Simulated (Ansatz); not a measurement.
Consider the cleavage of the Al–Si bond: `CB[SiH2][AlH2]` + `CB[TeH]` → `CB[Te][AlH2]` + `CB[SiH3]`.

Program: Ansatz. Geometries: PBE0-D4/def2-TZVP. ΔE: electronic, gas phase. CCSD(T)/CBS adds triple-zeta CCSD(T) − MP2 to the extrapolated MP2 energy (def2 sets, frozen cores). Functionals use def2-TZVPP. B3LYP here is the variant with VWN-RPA as its local correlation; programs differ in this. HSE06 is defined as in plane-wave codes. Elements past krypton have def2 core potentials. For Te outer-core shells are correlated without core-valence functions, which leaves a few kJ/mol of doubt a bond. Each species was taken in one conformer, which may not be the lowest.

`CB[SiH2][AlH2]`:

Cartesian coordinates in Å:
```
C 0.587 -1.743 -0.827
B 0.230 -0.252 -1.088
Si 0.602 1.211 0.211
Al -1.464 1.232 1.552
H -0.197 -2.437 -1.145
H 0.913 -1.991 0.184
H 1.437 -1.951 -1.498
H -0.354 0.029 -2.101
H 1.734 0.913 1.139
H 0.807 2.557 -0.397
H -2.618 2.290 1.281
H -1.676 0.141 2.690
```

`CB[TeH]`:

Cartesian coordinates in Å:
```
C -0.282 -0.183 0.897
B 0.657 0.451 -0.167
Te 0.435 0.274 -2.268
H 0.308 -0.833 1.555
H -0.672 0.606 1.551
H -1.122 -0.757 0.505
H 1.608 1.107 0.145
H -0.934 -0.664 -2.219
```

`CB[Te][AlH2]`:

Z-matrix (Å, degrees):
```
C
B 1 1.550
H 1 1.089 2 116.8
H 1 1.098 2 108.4 3 123.0
H 1 1.097 2 108.9 3 -123.7
Te 2 2.155 1 127.8 3 -1.4
H 2 1.197 1 120.5 3 179.0
Al 6 2.534 2 100.5 1 0.8
H 8 1.583 6 121.6 2 0.5
H 8 1.583 6 116.5 2 -179.6
```

`CB[SiH3]`:

```xyz
10

C    -1.347    0.724    0.397
B    -0.204    0.337   -0.576
Si    1.385   -0.800   -0.072
H    -2.106   -0.057    0.205
H    -1.842    1.671    0.171
H    -1.114    0.661    1.462
H    -0.276    0.699   -1.719
H     1.602   -1.908   -1.047
H     1.299   -1.394    1.293
H     2.602    0.066   -0.112
```

Task: Is it downhill or uphill in electronic energy at CCSD(T)/CBS, and by how much? (Best estimate.)

Result: The calculation gave: Downhill: ΔE = -22.3 kcal/mol.

Task: What do these levels give: B3LYP-D4, HSE06-D4, PBE, r2SCANh, SCS-MP2/def2-QZVPP, CCSD/CBS(def2)? (Best estimate.)

Result: The calculation gave: B3LYP-D4 -21.0, HSE06-D4 -20.0, PBE -17.7, r2SCANh -20.8, SCS-MP2/def2-QZVPP -24.7, CCSD/CBS(def2) -22.7 kcal/mol.

Task: What do rigid-rotor, harmonic-oscillator terms from PBE0-D4/def2-TZVP frequencies (298.15 K, 1 bar) make of the CCSD(T)/CBS value? (Best estimate.)

Result: The calculation gave: ΔZPE = +0.8 kcal/mol, ΔH = -21.6 kcal/mol, ΔS = -6 J/(mol·K), ΔG = -21.2 kcal/mol. Modes under 50 cm⁻¹ make the entropy rough.

Largest T1 diagnostic among the species: 0.014.

From r2SCAN to r2SCAN0 (25 % exact exchange), in def2-TZVPP and without D4, ΔE moves by −1.5 kcal/mol. Leaving LDA and LC-ωPBE aside and taking each functional with its dispersion term where it has one, the values, not all of them listed here, spread over 5.8 kcal/mol, from BHLYP-D4 to revPBE-D4.
